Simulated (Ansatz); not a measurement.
Ansatz results at the PBE0-D4/def2-TZVP geometry: zero-point energy (PBE0-D4/def2-TZVP) 75.5 kJ/mol; HOMO energy (ωB97M-V/def2-TZVPP) -11.08 eV; LUMO energy (PBE0/def2-TZVPP) -1.14 eV.

Each molecule was computed in one conformer, which needn't be the lowest.

**Question.** Which molecule gave them?
A. `FC(F)(F)O[SiH3]`
B. `N[Si](O)(O)O`
C. `F[Si](F)(F)[SiH2]Cl`
D. `N#C[Si](F)(Cl)Cl`

**Answer.** C. The others give `N#C[Si](F)(Cl)Cl`: 40.8, -12.43, -1.47; `FC(F)(F)O[SiH3]`: 117.2, -12.06, -0.21; `N[Si](O)(O)O`: 184.3, -10.02, 0.59.
